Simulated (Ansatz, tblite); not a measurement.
Adding an electron: the cluster Cd3⁺ (the lowest doublet isomer of a short search). The state is a doublet with charge 1. Geometry: r2SCAN/def2-TZVP. Ansatz, gas phase; energy differences of separate SCF runs; the reduced species is a singlet (the triplet lies 1.74 eV higher at PBE0/def2-TZVP).

Cartesian coordinates in Å:
```
Cd 0.007 -0.002 -0.013
Cd -1.929 -1.954 -0.810
Cd 1.922 1.956 0.823
```

In the def2 sets Cd takes a core potential; there is no spin–orbit coupling. The xTB rows come from tblite. The structure comes from a short search, and lower isomers may exist.

```json
{"level": "GFN1-xTB", "−HOMO (eV)": "–", "−LUMO (eV)": "–", "vertical EA (eV)": "12.14", "HOMO–LUMO gap (eV)": "–"}
{"level": "GFN2-xTB", "−HOMO (eV)": "–", "−LUMO (eV)": "–", "vertical EA (eV)": "9.02", "HOMO–LUMO gap (eV)": "–"}
{"level": "PBE/def2-TZVP", "−HOMO (eV)": "9.02", "−LUMO (eV)": "8.59", "vertical EA (eV)": "6.40", "HOMO–LUMO gap (eV)": "0.43"}
{"level": "r2SCAN/def2-TZVP", "−HOMO (eV)": "9.22", "−LUMO (eV)": "8.25", "vertical EA (eV)": "6.31", "HOMO–LUMO gap (eV)": "0.97"}
{"level": "PBE0/def2-TZVP", "−HOMO (eV)": "9.48", "−LUMO (eV)": "7.71", "vertical EA (eV)": "6.20", "HOMO–LUMO gap (eV)": "1.77"}
```

  HOMO and LUMO are the levels of the spin that leaves or enters (xTB has no such levels and no spin-polarisation term). Other spin states of the ions may lie lower, which would lower the ionisation energy or raise the affinity. Raw xTB energy differences between charge states are shifted by several eV; the methods need an empirical correction for them.
